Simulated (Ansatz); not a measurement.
C₃H₁₀BNO₂ (SMILES CNB(OC)OC), singlet, at a GFN2-xTB geometry, with bond 17-14 at 1.4 times its length; SC-NEVPT2/STO-3G, CASSCF(2,4) (Ansatz, a first-principles code).

Input for Ansatz:
Ansatz 0.2 input:
```yaml
crystal:
  periodic: [false, false, false]
  atoms:
    - {symbol: B, position_ang: [0.28515286, 0.08626799, -0.15442479]}
    - {symbol: N, position_ang: [-1.12455647, 0.10164414, 0.01407054]}
    - {symbol: C, position_ang: [-1.99462042, -0.45624757, 1.02676927]}
    - {symbol: H, position_ang: [-1.65379934, 0.52892027, -0.72898791]}
    - {symbol: H, position_ang: [-2.43117748, -1.41021667, 0.70554304]}
    - {symbol: H, position_ang: [-2.81218501, 0.23812489, 1.23582070]}
    - {symbol: H, position_ang: [-1.44582243, -0.61782149, 1.94952255]}
    - {symbol: O, position_ang: [0.87245468, 0.79162142, -1.17957116]}
    - {symbol: C, position_ang: [0.16718386, 1.60743339, -2.07314929]}
    - {symbol: H, position_ang: [-0.41758497, 2.37204239, -1.54923356]}
    - {symbol: H, position_ang: [0.90503469, 2.10050364, -2.70816169]}
    - {symbol: H, position_ang: [-0.50689207, 1.02011866, -2.70850867]}
    - {symbol: O, position_ang: [1.22244658, -0.56095880, 0.59313656]}
    - {symbol: C, position_ang: [1.01261252, -1.48599473, 1.62376436]}
    - {symbol: H, position_ang: [1.95631862, -2.01623548, 1.77229485]}
    - {symbol: H, position_ang: [0.74722942, -0.98220063, 2.55987904]}
    - {symbol: H, position_ang: [-0.07640383, -2.50314709, 1.27218012]}
basis:
  gaussian:
    orbitals: STO-3G
magnetization: {spin_polarized: false}
correlation: {method: sc_nevpt2, electrons: all, active_space: {window: {electrons: 2, orbitals: 4}}}
```

The log (banner, timings and long lists left out):

```
Functional definition: HF
644 factors; integrals over basis functions are off by at most 5.7e-5 eV
mean field evaluation 1: about -9354.1933 eV, gradient 3.0e1 eV
mean field evaluation 2: about -9354.5813 eV, gradient 3.0e1 eV
mean field evaluation 4: about -9357.6935 eV, gradient 1.9e0 eV
mean field evaluation 8: about -9357.7065 eV, gradient 3.7e-5 eV
mean field -9357.70646293 eV, -343.8893696316 hartree, gradient 2.1e-6 eV, S^2 0.000000; 0 other end points of the search recorded, 0 dependent functions left out
reference -9357.70646293 eV, -343.8893696316 hartree; 28, 28 occupied and 17, 17 virtual orbitals, 644 factors
state -9358.80060363 eV, -343.9295785606 hartree
state -9358.80060363 eV, -343.9295785606 hartree; corrected -9367.05118931 eV, -344.2327819919 hartree
Total energy: -9367.05118931 eV, -344.2327819919 hartree
```
